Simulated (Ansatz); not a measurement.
This geometry of F4H6NOSiTa (14 atoms, charge 0, multiplicity 1) is a first-order saddle point.

These are results of RKS PBE/def2-SVP (Ansatz), not measurements.

```xyz
14
Properties=species:S:1:pos:R:3
Ta 0.017 -0.292 0.307
O 2.027 0.080 -0.408
H 2.548 0.900 -0.336
F 0.522 0.509 1.968
F -0.272 -1.480 -1.147
F -0.341 1.329 -0.594
F -1.630 -0.792 1.077
N 1.456 -1.790 0.937
H 1.391 -2.651 0.373
Si 1.907 -2.114 2.640
H 2.645 -3.425 2.665
H 2.812 -1.020 3.122
H 0.707 -2.212 3.537
H 2.216 -0.863 0.262
```

Problem. Which two structures does it join? (They come from a converged band through this point; their orientation in space is the band's.)

Solution. Bonds broken: N8–H14. Bonds formed: O2–H14.

Image 0:

```xyz
14
Properties=species:S:1:pos:R:3
Ta 0.203 -0.042 0.138
O 1.979 0.620 -0.089
H 2.813 0.937 0.288
F 0.341 0.375 2.014
F 0.322 -1.064 -1.471
F -0.762 1.454 -0.482
F -1.348 -1.064 0.630
N 1.183 -2.046 0.946
H 0.356 -2.659 1.039
Si 2.107 -1.975 2.510
H 2.887 -3.252 2.659
H 3.061 -0.825 2.425
H 1.120 -1.838 3.622
H 1.742 -2.443 0.175
```

Image 6:

```xyz
14
Properties=species:S:1:pos:R:3
Ta -0.053 -0.462 0.341
O 2.153 0.044 -0.128
H 2.252 1.001 -0.306
F 0.422 0.370 2.005
F -0.053 -1.396 -1.313
F -0.052 1.259 -0.530
F -1.881 -0.687 0.716
N 0.845 -2.089 1.139
H 0.912 -2.908 0.518
Si 1.905 -2.177 2.544
H 2.493 -3.558 2.636
H 3.067 -1.211 2.361
H 1.216 -1.819 3.826
H 2.776 -0.189 0.594
```

Problem. How far does it lie above each of them?

Solution. 0.98 eV above the first and 0.35 eV above the second. This is the barrier of this one path; another mechanism may lie lower. The orbitals stay closed-shell, which can raise the energy where a bond breaks towards radicals; this wasn't checked here.

The run took 4.7 min on 4 threads of Arm Neoverse V2 (shared host), peak memory 0.26 GiB.
